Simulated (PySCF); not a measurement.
A structure optimised at PBE-D3(BJ)/def2-SVP, used in a PySCF frequency run:

```
C
H 1 1.1033
C 1 1.4311 2 116.66
C 3 1.2268 2 156.36 1 -172.02
H 4 1.0809 2 163.22 1 176.73
C 1 1.5419 2 116.37 3 143.03
O 6 1.3973 1 117.14 2 -151.18
H 7 0.9823 6 107.58 1 33.22
H 6 1.1052 7 115.04 8 -112.36
C 6 1.5059 9 121.55 7 142.79
O 10 1.3750 6 117.18 9 -140.89
H 11 0.9860 10 104.27 6 0.18
H 10 1.1033 11 113.80 12 -146.18
```
Charge 0, spin multiplicity 1.

Write its SMILES and formula.

C#C[C@@H]1[C@H](O)[C@@H]1O, C5H6O2

What are its rotational constants (standard atomic weights)?

3.9246, 2.3245, 2.0913 GHz
